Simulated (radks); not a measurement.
Results of a calculation; reference values are marked as such.
Spherical quantum dot in the effective-mass picture: electrons in a parabolic well V = omega^2 r^2 / 2 with omega = 1.06, with a point charge +1 (a donor) at the centre, all in effective atomic units (hartree* = m*/eps^2 hartree, bohr* = eps/m* bohr), one dielectric constant everywhere. Level of theory: non-relativistic Kohn-Sham, PBEsol, spin-polarised, spherical densities (a radial shooting solver with Libxc functionals). Levels are named by radial order and angular momentum (1s, 1p, 1d, 2s, ...), and open shells are averaged over m. Results are scaled to m* = 0.029 and eps = 13.9, for which hartree* = 4.084 meV and bohr* = 25.36 nm.

N = 24, configuration 1s2 1p6 1d10 2s2 1f(up 4, down 0). This is the lowest configuration that the search found. Occupied and some empty levels:

level    occupation  eigenvalue (meV)  <r> (nm)
1s up             1            47.204     34.84
1s down           1            47.260     34.15
1p up             3            49.803     51.35
1p down           3            49.956     50.77
2s up             1            51.534     50.37
2s down           1            51.694     50.56
1d up             5            52.072     59.44
1d down           5            52.276     59.10
1f up             4            54.514     65.31
1f down           0            54.744     65.17
2p up             0            55.028     56.65
2p down           0            55.173     56.86
1g up             0            57.152     70.15
1g down           0            57.393     70.14
2d up             0            58.065     63.14
2d down           0            58.214     63.28

Energy (meV): total 770.385, kinetic 99.913, external 236.36, Hartree 480.63, exchange-correlation -46.519.

Electron density:

r (nm)  n(r) (e/nm^3)
8.20       0.00004532
17.0       0.00002381
25.8       0.00001585
34.6       0.00001482
43.4       0.00001569
52.1       0.00001500
60.9       0.00001169
69.8        7.072e-06
78.5        3.210e-06
87.3        1.066e-06
96.1        2.611e-07
105         4.737e-08
114         6.300e-09
